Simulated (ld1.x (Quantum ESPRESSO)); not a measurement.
**What one change does to a pseudopotential (arsenic, ultrasoft)**

* Element: As
* Generator: ld1.x (Quantum ESPRESSO) 7.5
* Type: ultrasoft
* Functional: revPBE
* Relativity: scalar-relativistic
* Frozen core: [Ar]
* Valence charge: 15
* Reference configuration: 3d10 4s2 4p3
* Partial waves: 4s (bound): rcut 1.05, rcutus 1.45 bohr; 4s channel at -0.65 Ry: rcut 1.05, rcutus 1.45 bohr; 4p (bound): rcut 1.60, rcutus 1.85 bohr; 4p channel at 0.7 Ry: rcut 1.60, rcutus 1.85 bohr; 3d (bound): rcut 0.55, rcutus 0.65 bohr; 3d channel at -2.5 Ry: rcut 0.55, rcutus 0.65 bohr
* Local potential: all-electron potential smoothed inside 0.65 bohr (lloc = -2)
* Core correction: none
* Augmentation charge: PSQ, inside the norm-conserving radii

Change: local potential all-electron potential smoothed inside 1.05 bohr (lloc = -1).

Cutoffs: the cutoffs (Ry, on a coarse ladder) from which the occupation-weighted sum of valence levels, in a spherical-Bessel basis at the reference potential, stays within 10 and 1 mRy of its value at 400 Ry; they do not see the model core or the augmentation charge, which bear on the density cutoff. Errors are all-electron minus pseudo energies relative to the spin-unpolarised reference configuration.

Q: What does the change do?

A: Both files keep a bound ghost (s); the errors of the 7 common tests hardly move; the range in which the p phases agree widens (upper end 3.1 → at the end of the scan).

```tsv
quantity	base	changed
cutoff, loose	over 300 Ry	over 300 Ry
cutoff, tight	over 300 Ry	over 300 Ry
loose cutoff by channel (10 mRy a level)	s 18 Ry, p 6 Ry, d 230 Ry	s 6 Ry, p 6 Ry, d 230 Ry
bound ghosts	s	s
error for 3d10 4s2 4p2, meV [ΔE 9.10 eV]	-1.9	-1.9
error for 3d10 4s2 4p1, meV [ΔE 26.96 eV]	-7.5	-7.5
error for 3d10 4s2 4p0, meV [ΔE 54.56 eV]	-13	-14
error for 3d9 4s2 4p4, meV [ΔE 40.08 eV]	-344	-357
error for 3d10 4s2 4p2.5, meV [ΔE 3.53 eV]	-0.6	-0.6
error for 3d10 4s1 4p4, meV [ΔE 9.39 eV]	+2.2	+2.1
error for 3d10 4s1 4p0, meV [ΔE 105.00 eV]	+38	+38
s: phases at 2.01 bohr within 0.05 rad from the reference energy up to (Ry; the scan ends near 5)	to the end of the scan	to the end of the scan
p: phases at 2.01 bohr within 0.05 rad from the reference energy up to (Ry; the scan ends near 5)	3.1	to the end of the scan
d: phases at 2.01 bohr within 0.05 rad from the reference energy up to (Ry; the scan ends near 5)	to the end of the scan	to the end of the scan
lowest overlap eigenvalue by channel	s 0.47, p 0.44, d 0.95	s 0.49, p 0.53, d 0.99
```

 A true bound ghost makes a file unfit for plane-wave use even where its test errors are small: the radial tests pick states by their node count and pass the ghost by.
